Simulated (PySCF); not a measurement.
**Structure from NMR data**

An unknown has the formula C₇H₁₂BP. Its calculated NMR data are:

1H NMR (300 MHz, computed): δ 7.09 (m, 1H), 7.01 (m, 1H), 6.71 (m, 1H), 6.65 (m, 1H), 6.45 (m, 1H), 5.72 (m, 1H), 2.12 (m, 3H), 1.00 (br, 3H).

13C{1H} NMR (computed): δ 156.9 (C), 151.0 (CH), 149.4 (CH2), 142.2 (CH), 137.3 (CH), 134.1 (CH), 16.7 (CH3).

PySCF calculation with GIAO PBE0/pcSseg-1 shieldings and PBE0-D3(BJ)/def2-SVP structure; one averaged value for each set of equivalent atoms, non-relativistic Hamiltonian, gas phase, one conformer.

δ = σ(ref) − σ, references computed at the same level: TMS for 1H (σref 31.27), 13C (σref 184.41).

Task: Deduce the structure.

Result: 
7 carbon signals for 7 carbons: no two carbons are equivalent. Carbon types of the structure: 1 × C, 4 × CH, 1 × CH2, 1 × CH3, leaving 3 H on heteroatoms. δC 156.9: fully substituted alkene carbon; the olefinic region. δC 151.0, 142.2, 137.3, 134.1: alkene CH; an sp2 carbon of a C=C bond. δC 149.4: terminal =CH2 carbon; as expected for a trigonal carbon in a double bond. δC 16.7: allylic methyl carbon; saturated and bonded to C and H only. δH 7.09, 6.71: hydrogen on a terminal =CH2 carbon; attached to an sp2 carbon and in the plane of the double bond. δH 7.01, 6.65, 6.45, 5.72: hydrogen on an alkene CH; a vinylic proton, deshielded by the sp2 carbon and the C=C anisotropy. δH 2.12: hydrogen on an allylic methyl carbon; allylic position.

Structure: `InChI=1S/C7H12BP/c1-3-9(8)6-4-5-7(9)2/h3-6H,1H2,2,8H3/t9-/m1/s1`.

This is the structure that produced the data.

Hydrogens on boron are broadened and split by 11B (spin 3/2, 80 %) and 10B (spin 3). Splittings by 31P in the carbon and heteronuclear signals aren't shown, as no couplings were computed. Shifts are as computed. Against solution values, carbons near 30 ppm lie about +2 ppm off and those near 130 ppm about +5 ppm. Of 1313 compounds with measured shifts, 239 miss one by over three times the rms of a fit or turn the order of signals round; such compounds aren't used in these exercises. Multiplicities follow the n + 1 count of equivalent neighbours, as no J values were calculated; m marks all less simple cases, F and P coupling included.
